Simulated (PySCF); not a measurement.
H3Si, charge -1. Atoms are numbered in the order given.

```xyz
4

Si     0.0000     0.0000    -0.1460
H      1.1303    -0.6526     0.6812
H      0.0000     1.3052     0.6812
H     -1.1303    -0.6526     0.6812
```
Charge -1, spin multiplicity 1.

Geometry optimised at PBE0-D3(BJ)/def2-TZVPD.

Calculation: PySCF with CAM-B3LYP/def2-TZVPD.

Symmetry labels are those of the subgroup Cs that the program uses (full group C3v).

Computed valence orbital energies around the gap with their symmetry:
| orbital | symmetry | energy (eV) |
|---|---|---|
| HOMO−7 | A' | -138.35 |
| HOMO−6 | A" | -93.69 |
| HOMO−5 | A' | -93.69 |
| HOMO−4 | A' | -93.60 |
| HOMO−3 | A' | -9.65 |
| HOMO−2 | A' | -4.19 |
| HOMO−1 | A" | -4.19 |
| HOMO | A' | -0.95 |
| LUMO | A' | 5.25 |
| LUMO+1 | A" | 6.71 |
| LUMO+2 | A' | 6.71 |
| LUMO+3 | A' | 7.45 |
